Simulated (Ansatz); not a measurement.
A structure relaxed at PBE0-D4/def2-SVPD in Ansatz, charge -1, singlet:

```xyz
6

Ta   -0.003    2.113    1.004
Pt   -1.072   -2.268    1.456
Pt    0.828    1.414   -1.010
Pt   -0.117   -0.929   -0.527
Pt    1.660   -0.604   -2.354
Pt   -1.295    0.274    1.431
```

Give its formula.

the cluster TaPt5⁻.

Summarise the bond lengths by kind (pairs closer than 1.2 times the sum of covalent radii, bridged metal pairs left out).

6 × Pt–Pt 2.55 to 2.58 Å; 3 × Pt–Ta 2.29 to 3.41 Å.

In the def2 sets Pt, Ta take a core potential; there is no spin–orbit coupling. The restricted singlet is unstable towards broken spin symmetry at other levels; at PBE0-D4/def2-SVPD this wasn't settled. The relaxation made no stability test and no search for a lower SCF solution. No other spin state of charge -1 was run. Another isomer (singlet) lies 0.21 eV lower at PBE0-D4/def2-TZVPD; other spin states weren't run for this one.
